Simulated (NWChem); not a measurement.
Molecule: AlHBrCl; SMILES [Cl][AlH][Br]

All runs: NWChem. Pople sets run with spherical d functions. STO-3G and 3-21G are far too small for this property and stand as cheap habits. Geometry: optimised at PBE0/def2-SVP. Field at 589 nm.

Question: Order these by “isotropic polarisability (bohr³)”, lowest first: B3LYP/def2-TZVPD; B3LYP/def2-SVP; B3LYP/STO-3G.

Answer: B3LYP/STO-3G (20.3), B3LYP/def2-SVP (46.8), B3LYP/def2-TZVPD (64.7)
